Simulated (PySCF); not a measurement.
# Au⁺ (gold, charge +1): UHF calculation

Configuration: [Xe] 4f14 5d10, closed-shell 1S. All numbers are calculated (PySCF 2.14, scalar relativity through the core potential, in def2-TZVPPD with the def2 core potential (60 electrons) (6s5p3d2f1g, 59 functions)).

| Item | Value |
| --- | --- |
| Total energy | -134.507447 hartree |
| One-electron energy | -233.1252 hartree |
| Hartree (Coulomb) energy | 110.4587 hartree |
| Exchange energy | -11.8410 hartree |
| ⟨S²⟩ | 0.0000 |
| ⟨L²⟩ | 0.000 |
| Sum of ⟨r⟩ | 24.28 bohr |
| Sum of ⟨r²⟩ | 38.97 bohr² |

```csv
shell,electrons,mean orbital energy (hartree),"rms radius, mean of both spins (bohr)"
5s,2,-4.99680,1.01
5p,6,-3.04063,1.16
5d,10,-0.76527,1.70
```

Energies and moments cover only the electrons outside the core potential. Spin-orbit coupling, which splits the p, d and f shells strongly at this Z, is absent.
